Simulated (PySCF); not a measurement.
PySCF input for Pb(Cl)(OH) (ClHOPb), SMILES [Pb]([OH])[Cl] (connectivity only; charge and spin as stated), neutral, multiplicity 1, B3LYP-D3(BJ)/def2-TZVP. Coordinates come from a B3LYP-D3(BJ)/def2-TZVP optimisation. The def2 effective core potentials stand for the cores of Pb; spin–orbit coupling is left out. One conformer was computed; it need not be the lowest.

```python
import numpy as np
from pyscf import gto, scf, dft, df
from pyscf.hessian import thermo

mol = gto.M(
    atom='''
    Pb    0.25254522    0.32096504    0.00000000
    Cl   -0.28298475   -2.10308613    0.00000000
    O    -1.75328977    0.94174123    0.00000000
    H    -1.87164876    1.89940085    0.00000000
    ''',
    basis='def2-TZVP',
    ecp={'Pb': 'def2-tzvp'},
    charge=0,
    spin=0,
    max_memory=1600,
    verbose=3,
)
mf = dft.RKS(mol, xc='b3lyp').density_fit(auxbasis='def2-universal-jkfit')
mf.disp = 'd3bj'
mf.grids.level = 3
mf.conv_tol = 1e-11
mf.max_cycle = 100
mf.kernel()

# [left out here: the lines that compute and print the analytic Hessian (its translational invariance restored by hand, since the grid's response is missing), thermochemistry and intensities]
```

Output:

```
converged SCF energy = -729.11793329416

WARN: DFTD3 does not support analytical Hessian, using finite difference


WARN: Mole.unit (angstrom) is changed to Bohr

Mode                                 0                   1                   2
Irrep
Freq [cm^-1]                      135.4199            302.8719            345.8989
Reduced mass [au]                   8.7530             37.9504              1.0905
Force const [Dyne/A]                0.0946              2.0511              0.0769
Char temp [K]                     194.8391            435.7653            497.6716
Normal mode                   x     y     z       x     y     z       x     y     z
       0  Pb                 0.02  0.01 -0.00    0.01  0.03  0.00    0.00 -0.00  0.00
       1  Cl                -0.08  0.04  0.00   -0.04 -0.15 -0.00   -0.00  0.00 -0.01
       2   O                -0.04 -0.19 -0.00    0.01 -0.01  0.00   -0.00 -0.00  0.07
       3   H                -0.16 -0.21  0.00   -0.04 -0.02 -0.00    0.00 -0.00 -0.96
Mode                                 3                   4                   5
Irrep
Freq [cm^-1]                      525.9072            697.6291           3798.7518
Reduced mass [au]                  11.1273              1.0916              1.0671
Force const [Dyne/A]                1.8132              0.3130              9.0727
Char temp [K]                     756.6634           1003.7329           5465.5581
Normal mode                   x     y     z       x     y     z       x     y     z
       0  Pb                 0.02 -0.00 -0.00   -0.00 -0.00  0.00    0.00  0.00  0.00
       1  Cl                -0.00 -0.01  0.00    0.00  0.00 -0.00   -0.00 -0.00 -0.00
       2   O                -0.23  0.07 -0.00    0.06  0.04  0.00   -0.01  0.06  0.00
       3   H                -0.17  0.08  0.00   -0.95 -0.10 -0.00    0.13 -0.96 -0.00
temperature 298.1500 [K]
pressure 101325.00 [Pa]
Rotational constants [GHz] 7.46033 2.57722 1.91550
Symmetry number 1
Zero-point energy (ZPE) 0.01323 [Eh]   34730.457 [J/mol]
                           tot       elec      trans        rot        vib
Entropy [J/mol/K]       315.855      0.000    178.080    111.170     26.605
Cv [J/mol/K]             55.053      0.000     12.472     12.472     30.109
Cp [J/mol/K]             63.367      0.000     20.786     12.472     30.109
Internal energy [J/mol]                      3718.434   3718.434  39379.455
Internal energy [Eh]   -729.10010  -729.11793
Enthalpy [J/mol]                             6197.391   3718.434  39379.455
Enthalpy [Eh]          -729.09916
Gibbs free energy [J/mol]                  -46897.297 -29426.899  31447.237
Gibbs free energy [Eh] -729.13503
static polarisability / bohr^3: [[55.047 -0.291 -0.   ]
 [-0.29  74.546 -0.   ]
 [-0.     0.    36.951]]
largest difference of analytic and finite-field dipole derivatives / e: 0.0019929415775254977
mode   freq/cm-1   IR/(km/mol)   Raman/(A^4/amu)   depolarisation
   1      135.42         1.816             3.577            0.717
   2      302.87        62.135             9.818            0.341
   3      345.90       106.707             3.356            0.750
   4      525.91        96.186            16.191            0.278
   5      697.63        64.663             1.130            0.417
   6     3798.75        48.122           166.436            0.263
max |gradient| / (hartree/bohr): 7.056116866431972e-05
APT charges: [ 1.1886 -0.6415 -0.7682  0.2209]
```

The calculation finished and met its thresholds.

Cost: about 3 core-minutes (a rough figure).
